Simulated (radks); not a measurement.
Problem. Spherical quantum dot in the effective-mass picture: electrons in a hard-walled sphere of radius 6.81, with a point charge +1 (a donor) at the centre, all in effective atomic units (hartree* = m*/eps^2 hartree, bohr* = eps/m* bohr), one dielectric constant everywhere. Method: non-relativistic Kohn-Sham, r2SCAN, spin-polarised, spherical densities, generalised Kohn-Sham scheme; computed with a radial shooting solver with Libxc functionals. Levels are named by radial order and angular momentum (1s, 1p, 1d, 2s, ...), and open shells are averaged over m. Results are scaled to m* = 0.162 and eps = 4.4, for which hartree* = 227.7 meV and bohr* = 1.437 nm. At N = 6 the configuration is 1s2 1p(up 3, down 1). Does electron 7 go into 1p down or 2s up or 2s down?

Solution. Into 1p down. The total energies of the other choices lie higher by 5.58 meV (2s up), 7.50 meV (2s down).
